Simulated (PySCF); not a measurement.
The numbers are results of PBE-D3(BJ)/def2-TZVP // PBE0-D4/def2-TZVP run with PySCF, not measurements. Isolated molecules, 0 K electronic values unless said otherwise. Excitations are Tamm–Dancoff values on a coarser integration grid. The basis has no diffuse functions, so Rydberg states are missing or too high.

Reference species (SMILES): `[F][In]([Cl])[Cl]` (neutral, multiplicity 1).

The S1 excitation (TDA) comes out as 4.48 eV and the S1–T1 gap (TDA) comes out as 0.34 eV.

Changed species: `[F][In]([F])[Cl]` (1 of 3 F replaced by Cl; the reference has 2 of 3 F replaced by Cl).

**Question.** Give the shifts of the S1 excitation (TDA) and S1–T1 gap (TDA).

**Answer.** the S1 excitation (TDA) rises by 0.05 eV, to 4.53 eV; the S1–T1 gap (TDA) increases by 0.05 eV, to 0.39 eV.
